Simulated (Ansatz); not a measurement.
System: ScCl (charge 0, singlet). SMILES: [Cl][Sc]
Geometry: optimised at B3LYP-D3(BJ)/def2-TZVP (Ansatz, a quantum-chemistry and plane-wave program).

Computed values are from Ansatz. Correlated levels leave the core frozen unless marked. Open shells are spin-unrestricted. No spin-orbit coupling. Frozen are the shells of the preceding noble gas and the d and f shells that filled before the atom's block. Non-relativistic. CBS(X,Y): correlation extrapolated as X^-3; Hartree-Fock from the larger set.

The Hartree-Fock reference is unstable (checked in the largest basis), which strains HF and MP2. 

Q: What is the T1 diagnostic at CCSD/def2-QZVPPD?

A: 0.018.

Q: What is the total energy at CCSD(T)/CBS(def2-TZVPPD,def2-QZVPPD)?

A: -1219.6549 Eh.

Q: What is the dipole moment at CCSD(T)/def2-SVPD?

A: 2.36 D.

Q: What is the vertical ionisation energy (to the doublet) at CCSD(T)/CBS(def2-TZVPPD,def2-QZVPPD)?

A: 6.34 eV.
